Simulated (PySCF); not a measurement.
diethyl ether (C4H10O), singlet, geometry from GFN2-xTB; DF-BLYP/LANL2DZ run with PySCF.

Here is a job for PySCF.
```python
from pyscf import gto, scf, dft

mol = gto.Mole()
mol.atom = '''
    C     2.310993    0.429477   -0.101282
    C     0.806769    0.652775   -0.113293
    O     0.180120   -0.517695    0.366001
    C    -1.200705   -0.396782    0.609424
    C    -2.054427   -0.300458   -0.654687
    H     2.645654    0.214595    0.909714
    H     2.560890   -0.417470   -0.733897
    H     2.822100    1.315147   -0.468628
    H     0.541827    1.506769    0.531197
    H     0.472670    0.881418   -1.136113
    H    -1.394038    0.475801    1.254009
    H    -1.463539   -1.303290    1.161448
    H    -3.105742   -0.361442   -0.387101
    H    -1.812346   -1.120138   -1.326558
    H    -1.884219    0.640103   -1.173059
'''
mol.basis = 'lanl2dz'
mol.charge = 0
mol.spin = 0
mol.verbose = 4
mol.build()

mf = dft.RKS(mol)
mf.xc = 'blyp'
mf = mf.density_fit(auxbasis='def2-universal-jkfit')
mf.kernel()
mf.analyze()
```

It wrote (shortened):

```
PySCF version 2.14.0

[INPUT] verbose = 4
[INPUT] num. atoms = 15
[INPUT] num. electrons = 42
[INPUT] charge = 0
[INPUT] spin (= nelec alpha-beta = 2S) = 0
[INPUT] symmetry False subgroup None
[INPUT] Mole.unit = angstrom
[INPUT] Symbol           X                Y                Z      unit          X                Y                Z       unit  Magmom
[...]
nuclear repulsion = 191.929785459942
number of shells = 45
number of NR pGTOs = 165
number of NR cGTOs = 65
basis = lanl2dz
ecp = {}

******** <class 'pyscf.df.df_jk.DFRKS'> ********
method = DFRKS
initial guess = minao
damping factor = 0
level_shift factor = 0
DIIS = <class 'pyscf.scf.diis.CDIIS'>
diis_start_cycle = 1
diis_space = 8
diis_damp = 0
SCF conv_tol = 1e-09
SCF conv_tol_grad = None
SCF max_cycles = 50
direct_scf = False
XC library pyscf.dft.libxc version 7.1.2
    S. Lehtola, C. Steigemann, M. J. T. Oliveira, and M. A. L. Marques,  SoftwareX 7, 1–5 (2018)
XC functionals = blyp
    A. D. Becke,  Phys. Rev. A 38, 3098 (1988)
    C. Lee, W. Yang, and R. G. Parr,  Phys. Rev. B 37, 785 (1988)
    B. Miehlich, A. Savin, H. Stoll, and H. Preuss,  Chem. Phys. Lett. 157, 200 (1989)
radial grids:
    Treutler-Ahlrichs [JCP 102, 346 (1995); DOI:10.1063/1.469408] (M4) radial grids

becke partition: Becke, JCP 88, 2547 (1988); DOI:10.1063/1.454033
pruning grids: <function nwchem_prune>
grids dens level: 3
symmetrized grids: False
atomic radii adjust function: <function treutler_atomic_radii_adjust>
small_rho_cutoff = 0
Set gradient conv threshold to 3.16228e-05
Initial guess from minao.
tot grids = 168640
init E= -233.692818321249
[...]
cycle= 1 E= -233.36657934812  delta_E= 0.326  |g|= 0.728  |ddm|= 3.57
[...]
cycle= 2 E= -233.004246778065  delta_E= 0.362  |g|= 1.49  |ddm|= 3.64
[...]
cycle= 3 E= -233.490061534021  delta_E= -0.486  |g|= 0.197  |ddm|= 2.92
[...]
cycle= 4 E= -233.499490557571  delta_E= -0.00943  |g|= 0.0424  |ddm|= 0.243
[...]
cycle= 5 E= -233.499901335952  delta_E= -0.000411  |g|= 0.00532  |ddm|= 0.0428
[...]
cycle= 6 E= -233.499909549864  delta_E= -8.21e-06  |g|= 0.00157  |ddm|= 0.0119
[...]
cycle= 7 E= -233.499910201768  delta_E= -6.52e-07  |g|= 0.000363  |ddm|= 0.00197
[...]
cycle= 8 E= -233.499910237773  delta_E= -3.6e-08  |g|= 5.94e-05  |ddm|= 0.000526
[...]
cycle= 9 E= -233.499910238606  delta_E= -8.32e-10  |g|= 1.84e-05  |ddm|= 0.000113
[...]
Extra cycle  E= -233.499910238482  delta_E= 1.24e-10  |g|= 2.82e-05  |ddm|= 5.69e-05
converged SCF energy = -233.499910238482
**** SCF Summaries ****
Total Energy =                        -233.499910238481874
Nuclear Repulsion Energy =             191.929785459941883
One-electron Energy =                 -695.457486959857988
Two-electron Energy =                  270.027791261434231
Two-electron Coulomb Energy =          303.986495498435829
DFT Exchange-Correlation Energy =      -33.958704237001626
HOMO-LUMO gap [eV] =                     7.615355682623505
**** MO energy ****
[...]
 ** Mulliken pop on meta-lowdin orthogonal AOs  **
 ** Mulliken pop  **
 ** Mulliken atomic charges  **
charge of    0C =     -0.32105
charge of    1C =      0.00759
charge of    2O =     -0.38595
charge of    3C =      0.00098
charge of    4C =     -0.33926
charge of    5H =      0.11458
charge of    6H =      0.11577
charge of    7H =      0.10935
charge of    8H =      0.08153
charge of    9H =      0.08610
charge of   10H =      0.08272
charge of   11H =      0.11592
charge of   12H =      0.11335
charge of   13H =      0.11438
charge of   14H =      0.10399
Dipole moment(X, Y, Z, Debye): -0.81473,  1.28177, -0.30549
```
